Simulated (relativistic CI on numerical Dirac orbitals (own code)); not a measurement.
# Line list: Forbidden lines, S¹¹⁺

Computed by Dirac-Coulomb-Breit CI, separate exchange-only KLI orbitals for each configuration, model QED, unscaled Slater integrals (own radial code, finite nucleus).

Configuration list (outside the closed core 1s2): 2s2.2p, 2s.2p2, 2p3, 2p2.3s, 2p2.3p, 2p2.3d, 2s2.3s, 2s2.3p, 2s2.3d, 2s.2p.3s, 2s.2p.3p, 2s.2p.3d, 2s2.4s, 2s2.4p, 2s2.4d, 2s2.4f. Levels of other configurations are missing.

| λ vac (Å) | Lower | Upper | Type | A (s⁻¹) | gf | Branching (%) |
| --- | --- | --- | --- | --- | --- | --- |
| 32.616 | 2s.2p2 4P_3/2 [4] | 2p2.3d 4F_7/2 [91] | E2 | 2.88e+08 | 3.68e-04 | 2.9 |
| 32.632 | 2s.2p2 4P_1/2 [3] | 2p2.3d 4F_3/2 [89] | E2 | 3.03e+08 | 1.93e-04 | 2.6 |
| 32.634 | 2s.2p2 4P_5/2 [5] | 2p2.3d 4F_9/2 [92] | E2 | 3.79e+08 | 6.06e-04 | 6.2 |
| 33.412 | 2s.2p2 2D_5/2 [7] | 2p2.3d 2G_9/2 [112] | E2 | 3.55e+08 | 5.94e-04 | 30.6 |
| 37.565 | 2s.2p2 4P_3/2 [4] | 2s.2p.3p 4D_7/2 [31] | E2 | 5.02e+07 | 8.49e-05 | 8.4 |
| 37.600 | 2s.2p2 4P_1/2 [3] | 2s.2p.3p 4D_5/2 [30] | E2 | 5.35e+07 | 6.80e-05 | 7.3 |
| 37.660 | 2s.2p2 4P_5/2 [5] | 2s.2p.3p 4D_7/2 [31] | E2 | 7.46e+07 | 1.27e-04 | 12.5 |
| 37.762 | 2s.2p2 4P_5/2 [5] | 2s.2p.3p 4D_5/2 [30] | E2 | 6.83e+07 | 8.76e-05 | 9.3 |
| 7653.6 | 2s2.2p 2P°_1/2 [1] | 2s2.2p 2P°_3/2 [2] | M1 | 2.00e+01 | 7.04e-07 | 100.0 |

Terms are leading LS components. Brackets give the number of a level in order of energy, since labels repeat. The list gives strong lines, with weight on those to low levels. Levels whose partners in the same complex of configurations lie outside the list can be far off, and so can their lines. Rates are taken at the computed energies, electric ones in the length gauge.

At this charge energies of transitions that change n are usually good to better than 1 %, and those within a shell (Δn = 0) to a few per cent.
